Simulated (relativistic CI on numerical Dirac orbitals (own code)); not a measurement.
What each ingredient does to the levels of Re²¹⁺

Base calculation: Dirac-Coulomb-Breit CI, separate exchange-only KLI orbitals for each configuration, model QED (radiative potential, 1s self-energy scaled to tabulated hydrogen-like ionisation energies), unscaled Slater integrals.

Configurations in the expansion (outside the closed core [Ar] 3d10 4p6 4d10): 4s2 4f8, 4s2 4f7 5s, 4s2 4f6 5s2, 4s2 4f7 6s, 4f10. Levels of other configurations are missing.

Variants: (1) P86 correlation estimate; (2) one mean potential for all configurations; (3) non-relativistic limit. Shifts of the energy above 4s2 4f8 7F_6, in cm⁻¹, for the lowest level and the first level of each name with at least 55 % of one term (blank where a level changes its place among those of its configuration and J or its character, or is not in the variant):

```
        Level     Base  Δ(1)    Δ(2)      Δ(3)
 4s2 4f8 7F_6      0.0   0.0     0.0       0.0
 4s2 4f8 7F_5  10059.4   0.0  -272.1  -10059.4
 4s2 4f8 7F_4  12699.3  +0.1   -44.7  -12699.3
 4s2 4f8 7F_3  17824.6  +0.1  -270.8  -17824.5
 4s2 4f8 7F_2  20299.1  +0.1  -251.3  -20299.1
 4s2 4f8 7F_1  22680.4  +0.1  -352.8  -22680.4
 4s2 4f8 7F_0  23580.8  +0.2  -356.2  -23580.8
 4s2 4f8 5D_4  43168.6  +0.3  +411.6   +4724.3
4s2 4f8 5L_10  55123.0   0.0  +575.6    -938.5
 4s2 4f8 5L_9  62514.3   0.0  +413.6   -8329.8
 4s2 4f8 5L_8  64174.3   0.0  +560.5   -9989.8
 4s2 4f8 5G_2  69135.1  +0.2  +551.4  -12336.6
 4s2 4f8 5D_3  69733.7  +0.3   +19.8          
 4s2 4f8 5F_5  77678.2  +0.3  +947.1          
 4s2 4f8 5I_8  79712.8   0.0  +566.9   -5615.2
 4s2 4f8 5H_3  86235.0  +0.1  +302.1  -21095.0
 4s2 4f8 5F_2  88542.0  +0.3  +767.2  -13927.5
 4s2 4f8 5K_9  88609.4   0.0  +763.4   -4663.6
 4s2 4f8 5F_1  91728.0  +0.2  +525.5  -17113.5
 4s2 4f8 5K_8  93254.2  +0.1  +896.6   -9308.4
4s2 4f8 3O_12  96231.6  -0.1  +694.8   -6545.1
4s2 4f8 3O_11  97172.3  -0.1  +742.5   -7485.8
```

At this charge energies of transitions that change n are usually good to better than 1 %, and those within a shell (Δn = 0) to a few per cent. Terms inside the open d or f shell come out 10 to 20 % too wide with unscaled integrals.

Ionisation energy from the two ground configurations alone: base 588.419 eV; P86 correlation estimate 590.381 eV. The NIST ASD value (theoretical) is 620 eV. The gap of more than 2 % comes from missing correlation, or from a tabulated value that is itself an estimate.

LS names give the leading component of a level, which can be under half, so a name can repeat, a term be missing and a line seem to break the LS rules.
